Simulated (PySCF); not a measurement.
**²⁹Si chemical shifts**

No solvent model, non-relativistic Hamiltonian, rapidly exchanging positions averaged, one conformer. GFN2-xTB geometry; NMR shieldings at PBE0/pcSseg-1/GIAO; PySCF.

Shieldings were converted by a linear fit to measured shifts: ²⁹Si (scatter 8.9 ppm rms, 25.8 ppm with the 6 outliers that the fit left out vs TMS, solution or neat liquid). Occasional misses reach two or three times the rms, and more in compound classes unlike the fitted ones.

Question: Give the ²⁹Si shifts of `N[SiH2]/C=C\[SiH3]`, `CCOC1=C[SiH2]C1([SiH3])[SiH3]`, `C[C@@H]1C[Si@@](C)(P)O[SiH2]1`, `C[C@@H]1C[SiH2][C@H]2[SiH2]O[SiH2][C@H]21`.

Answer: 
```csv
compound,environment,δ (ppm)
[NH2:1][SiH2:2]/[CH:3]=[CH:4]\[SiH3:5],"Si2: silicon bonded to C, N, 2 H",-45.1
[NH2:1][SiH2:2]/[CH:3]=[CH:4]\[SiH3:5],"Si5: silicon bonded to C, 3 H",-76.2
[CH3:1][CH2:2][O:3][C:4]1=[CH:5][SiH2:6][C:7]1([SiH3:8])[SiH3:9],"Si6: silicon bonded to 2 C, 2 H, in a 4-membered ring",-56.1
[CH3:1][CH2:2][O:3][C:4]1=[CH:5][SiH2:6][C:7]1([SiH3:8])[SiH3:9],"Si8/9: silicon bonded to C, 3 H (×2)",-58.8
[CH3:1][C@@H:2]1[CH2:3][Si@@:4]([CH3:5])([PH2:6])[O:7][SiH2:8]1,"Si4: silicon bonded to 2 C, O, P, in a 5-membered ring",27.0
[CH3:1][C@@H:2]1[CH2:3][Si@@:4]([CH3:5])([PH2:6])[O:7][SiH2:8]1,"Si8: silicon bonded to C, O, 2 H, in a 5-membered ring",-10.0
[CH3:1][C@@H:2]1[CH2:3][SiH2:4][C@H:5]2[SiH2:6][O:7][SiH2:8][C@@H:9]12,"Si6: silicon bonded to C, O, 2 H, in a 5-membered ring",-7.3
[CH3:1][C@@H:2]1[CH2:3][SiH2:4][C@H:5]2[SiH2:6][O:7][SiH2:8][C@@H:9]12,"Si8: silicon bonded to C, O, 2 H, in a 5-membered ring",-8.5
[CH3:1][C@@H:2]1[CH2:3][SiH2:4][C@H:5]2[SiH2:6][O:7][SiH2:8][C@@H:9]12,"Si4: silicon bonded to 2 C, 2 H, in a 5-membered ring",-32.6
```

Question: Match the shifts -32.2, -63.1, -80.9 ppm to `O=C1[SiH2]C[C@@]2(F)C[C@@]12F`, `C=C1OC=C([SiH3])C1(F)F`, `C1CCC([C@@H]2CC[SiH2]2)C1`.

Answer: -32.2: C1CCC([C@@H]2CC[SiH2]2)C1 (silicon bonded to 2 C, 2 H, in a 4-membered ring); -63.1: O=C1[SiH2]C[C@@]2(F)C[C@@]12F (silicon bonded to 2 C, 2 H, in a 5-membered ring); -80.9: C=C1OC=C([SiH3])C1(F)F (silicon bonded to C, 3 H).
